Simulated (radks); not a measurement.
Values are calculated unless marked as measured or tabulated.
Species: Ti3.5+. Configuration: [Ar] 3d0.5 (fractional occupations, a model configuration). Code: a radial shooting solver on a logarithmic mesh with Libxc functionals. Model: Dirac Kohn-Sham, BLYP, spin-unpolarised, spherical densities, point nucleus; open shells are shared between the two j in proportion to 2j + 1.

Unscreened Slater integrals over Kohn-Sham orbitals (cm^-1). Large and small components are both included.

| integral | value |
|---|---|
| F0(3d5/2,3d5/2) | 166170 |
| F2(3d5/2,3d5/2) | 79207 |
| F4(3d5/2,3d5/2) | 49763 |
| F0(3d5/2,3d3/2) | 166320 |
| F2(3d5/2,3d3/2) | 79267 |
| G2(3d5/2,3d3/2) | 79228 |
| G4(3d5/2,3d3/2) | 49775 |
| F0(3d5/2,3p3/2) | 176520 |
| F2(3d5/2,3p3/2) | 85275 |
| G1(3d5/2,3p3/2) | 105920 |
| G3(3d5/2,3p3/2) | 64653 |
| F0(3d5/2,3p1/2) | 177070 |
| G3(3d5/2,3p1/2) | 64817 |
| F0(3d3/2,3d3/2) | 166470 |
| F2(3d3/2,3d3/2) | 79327 |
| F0(3d3/2,3p3/2) | 176690 |
| F2(3d3/2,3p3/2) | 85348 |
| G1(3d3/2,3p3/2) | 105980 |
| G3(3d3/2,3p3/2) | 64691 |
| F0(3d3/2,3p1/2) | 177240 |
| G1(3d3/2,3p1/2) | 106390 |
| F0(3p3/2,3p3/2) | 189570 |
| F2(3p3/2,3p3/2) | 95582 |
| F0(3p3/2,3p1/2) | 190210 |
| G2(3p3/2,3p1/2) | 95851 |
| F0(3p1/2,3p1/2) | 190860 |
